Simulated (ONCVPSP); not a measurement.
LDA (Perdew-Zunger) ONCV dataset for thallium, scalar-relativistic all-electron reference.

ONCVPSP 4.0.1 was run on this input:

```
# ATOM AND REFERENCE CONFIGURATION
# atsym  z   nc   nv     iexc    psfile
  Tl 81.00   13    2        3      upf
#
#   n    l    f
    1    0    2.00
    2    0    2.00
    2    1    6.00
    3    0    2.00
    3    1    6.00
    3    2   10.00
    4    0    2.00
    4    1    6.00
    4    2   10.00
    4    3   14.00
    5    0    2.00
    5    1    6.00
    5    2   10.00
    6    0    1.50
    6    1    1.50
#
# PSEUDOPOTENTIAL AND OPTIMIZATION
# lmax
    1
#
#   l,   rc,      ep,       ncon, nbas, qcut
    0    2.20    0.00    4    7    2.90
    1    3.15    0.00    4    8    2.80
#
# LOCAL POTENTIAL
# lloc, lpopt,  rc(5),   dvloc0
    0    5    2.20    0.00
#
# VANDERBILT-KLEINMAN-BYLANDER PROJECTORs
# l, nproj, debl
    0    0    1.90
    1    2    1.40
#
# MODEL CORE CHARGE
# icmod, fcfact, rcfact
    2    0.45    1.05
#
# LOG DERIVATIVE ANALYSIS
# epsh1, epsh2, depsh
   -2.00    5.00    0.02
#
# OUTPUT GRID
# rlmax, drl
    6.00    0.01
#
# TEST CONFIGURATIONS
# ncnf
    4
# nvcnf
#   n    l    f
    2
    6    0    2.00
    6    1    1.00
#
    2
    6    0    2.00
    6    1    0.00
#
    2
    6    0    1.00
    6    1    0.00
#
    2
    6    0    2.00
    6    1    0.50
#
```

Command:

```bash
oncvpsp.x < Tl.dat > Tl.out
```

The program printed (shortened: citation, most of the input echo, consistency checks and plot data are left out):

```
ONCVPSP  (Optimized Norm-Conservinng Vanderbilt PSeudopotential)
scalar-relativistic version 4.0.1

#   n    l    f        energy (Ha)
    1    0    2.00    -3.1447118E+03
    2    0    2.00    -5.5998621E+02
    2    1    6.00    -4.8175486E+02
    3    0    2.00    -1.3367881E+02
    3    1    6.00    -1.1117012E+02
    3    2   10.00    -8.7832612E+01
    4    0    2.00    -2.9837293E+01
    4    1    6.00    -2.2458381E+01
    4    2   10.00    -1.3814004E+01
    4    3   14.00    -4.2410913E+00
    5    0    2.00    -4.8617206E+00
    5    1    6.00    -2.8389349E+00
    5    2   10.00    -6.0852741E-01
    6    0    1.50    -3.8538955E-01
    6    1    1.50    -1.1022953E-01

Reference configufation results
  iterations    24
  all-electron total energy (Ha)   -2.02348444D+04

Begin loop to  construct optimized pseudo wave functions
and semi-local pseudopoentials for all angular momenta

Calculating optimized projector #   1

 for l=   0

    Fraction of norm inside rc  0.441092
    Optimizing pswf for qcut=   2.90 a_B^-1,  ecut=   4.19 Ha
    Residual kinetic energy error=  6.19D-03 Ha

    Energy error per electron        Cutoff
         Ha          eV             Ha
         0.01000     0.27211        3.75
         0.00100     0.02721       15.19
         0.00010     0.00272       23.09
         0.00001     0.00027       27.11

   Wellstate for l =  1  n =  8
     eigenvalue =   1.2898
     asymptotic potential =   1.7898
     half-point radius =  5.6218

Calculating optimized projector #   1

 for l=   1

    Fraction of norm inside rc  0.432459
    Optimizing pswf for qcut=   2.80 a_B^-1,  ecut=   3.93 Ha
    Residual kinetic energy error=  1.42D-04 Ha

    Energy error per electron        Cutoff
         Ha          eV             Ha
         0.01000     0.27211        0.88
         0.00100     0.02721        1.97
         0.00010     0.00272        4.43
         0.00001     0.00027       18.48

Calculating optimized projector #   2

 for l=   1

    Fraction of norm inside rc  0.195183
    Optimizing pswf for qcut=   2.80 a_B^-1,  ecut=   3.93 Ha
    Residual kinetic energy error=  4.74D-03 Ha

    Energy error per electron        Cutoff
         Ha          eV             Ha
         0.01000     0.27211        3.44
         0.00100     0.02721        5.84
         0.00010     0.00272       22.00
         0.00001     0.00027       26.54

Construct Vanderbilt / Kleinmman-Bylander projectors

B matrix Hermiticity error, ll=   1
   1   2   -5.9026E-05

  Orthonormal projector coefficients  2.2549E+00  7.7265E-01

Model core correction analysis
  based on d2Exc/dn_idn_j

d2excae - all-electron derivatives

   -2.114508D-02   -1.622740D-02
   -1.622460D-02   -2.281356D-02

d2excps - pseudofunction derivatives with no core correction

   -4.748740D-02   -2.679845D-02
   -2.680635D-02   -2.828712D-02

rms 2nd derivative error    1.539154E-02

amplitude prefactor, scale prefactor
    9.5780    1.1857

d2excps - pseudofunction derivatives with core correction

   -2.707044D-02   -1.829892D-02
   -1.829622D-02   -2.376067D-02

rms 2nd derivative error    3.338775E-03

Pseudoatom total energy   -1.997603

Diagnostic tests using Vanderbilt-Kleinman-Bylander pseudopotentials
  1 or more projectors used as specified by nproj input data

   l    rcore       rmatch      e in        delta e   norm test  slope test

   0   2.2129304   2.2801198  -0.3853895  -0.0000016   0.9999995   1.0000125

   1   3.1684482   3.2646491  -0.1102295  -0.0000002   1.0000185   1.0000238
   1   3.1684482   3.2646491   1.2897705   0.0000102   1.0001293   1.0001293

 Testing for bound ghosts
   n   l    E NL Schr. Eq   E Basis Diag.   E Cutoff

   2   1       -0.110230       -0.108635     30.02

 Testing for highly-localized positive-energy ghosts
       l    <radius>/rc     E Basis Diag.   E Cutoff

Test configuration 0

   n   l     f        eae           eps        diff
   1   0  2.0000-3144.71184477
   2   0  2.0000 -559.98621192
   2   1  6.0000 -481.75486019
   3   0  2.0000 -133.67881373
   3   1  6.0000 -111.17012244
   3   2 10.0000  -87.83261171
   4   0  2.0000  -29.83729287
   4   1  6.0000  -22.45838119
   4   2 10.0000  -13.81400426
   4   3 14.0000   -4.24109129
   5   0  2.0000   -4.86172063
   5   1  6.0000   -2.83893486
   5   2 10.0000   -0.60852741
   6   0  1.5000   -0.38538955   -0.38539119   -1.65D-06
   6   1  1.5000   -0.11022953   -0.11022969   -1.62D-07

    Total energies and differences
      AE_ref= -2.02348444D+04  AE_tst= -2.02348444D+04  dif=  0.00D+00
      PS_ref= -1.99760273D+00  PS_tst= -1.99760273D+00  dif=  1.33D-15
      PSP excitation error= -1.33D-15

Test configuration 1

   n   l     f        eae           eps        diff
   1   0  2.0000-3144.67494571
   2   0  2.0000 -559.94997414
   2   1  6.0000 -481.71864736
   3   0  2.0000 -133.64232200
   3   1  6.0000 -111.13363671
   3   2 10.0000  -87.79619124
   4   0  2.0000  -29.80067998
   4   1  6.0000  -22.42177446
   4   2 10.0000  -13.77742259
   4   3 14.0000   -4.20450851
   5   0  2.0000   -4.82512529
   5   1  6.0000   -2.80236773
   5   2 10.0000   -0.57397946
   6   0  2.0000   -0.36136485   -0.35993832    1.43D-03
   6   1  1.0000   -0.09484192   -0.09417181    6.70D-04

    Total energies and differences
      AE_ref= -2.02348444D+04  AE_tst= -2.02349798D+04  dif= -1.35D-01
      PS_ref= -1.99760273D+00  PS_tst= -2.13286487D+00  dif= -1.35D-01
      PSP excitation error= -1.50D-04

Test configuration 2

   n   l     f        eae           eps        diff
   1   0  2.0000-3144.94707235
   2   0  2.0000 -560.22109389
   2   1  6.0000 -481.98985717
   3   0  2.0000 -133.91336728
   3   1  6.0000 -111.40469352
   3   2 10.0000  -88.06718049
   4   0  2.0000  -30.07172641
   4   1  6.0000  -22.69282266
   4   2 10.0000  -14.04845064
   4   3 14.0000   -4.47553582
   5   0  2.0000   -5.09629371
   5   1  6.0000   -3.07382845
   5   2 10.0000   -0.84438301
   6   0  2.0000   -0.61340701   -0.61534498   -1.94D-03

    Total energies and differences
      AE_ref= -2.02348444D+04  AE_tst= -2.02347811D+04  dif=  6.34D-02
      PS_ref= -1.99760273D+00  PS_tst= -1.93447435D+00  dif=  6.31D-02
      PSP excitation error=  2.51D-04

Test configuration 3

   n   l     f        eae           eps        diff
   1   0  2.0000-3145.34233425
   2   0  2.0000 -560.61300682
   2   1  6.0000 -482.38185872
   3   0  2.0000 -134.30555560
   3   1  6.0000 -111.79688352
   3   2 10.0000  -88.45913226
   4   0  2.0000  -30.46401504
   4   1  6.0000  -23.08507290
   4   2 10.0000  -14.44057956
   4   3 14.0000   -4.86759973
   5   0  2.0000   -5.48777048
   5   1  6.0000   -3.46514475
   5   2 10.0000   -1.22799274
   6   0  1.0000   -0.94901186   -0.96345875   -1.44D-02

    Total energies and differences
      AE_ref= -2.02348444D+04  AE_tst= -2.02340020D+04  dif=  8.42D-01
      PS_ref= -1.99760273D+00  PS_tst= -1.14731444D+00  dif=  8.50D-01
      PSP excitation error= -7.85D-03

Test configuration 4

   n   l     f        eae           eps        diff
   1   0  2.0000-3144.80245409
   2   0  2.0000 -560.07711192
   2   1  6.0000 -481.84581938
   3   0  2.0000 -133.76944113
   3   1  6.0000 -111.26076041
   3   2 10.0000  -87.92328825
   4   0  2.0000  -29.92780921
   4   1  6.0000  -22.54890587
   4   2 10.0000  -13.90454808
   4   3 14.0000   -4.33163722
   5   0  2.0000   -4.95235170
   5   1  6.0000   -2.92973427
   5   2 10.0000   -0.70102137
   6   0  2.0000   -0.48089425   -0.48047376    4.20D-04
   6   1  0.5000   -0.19703544   -0.19639991    6.36D-04

    Total energies and differences
      AE_ref= -2.02348444D+04  AE_tst= -2.02349075D+04  dif= -6.31D-02
      PS_ref= -1.99760273D+00  PS_tst= -2.06082768D+00  dif= -6.32D-02
      PSP excitation error=  1.72D-04
```

The run took about 3.1 s on one core of a shared server CPU.
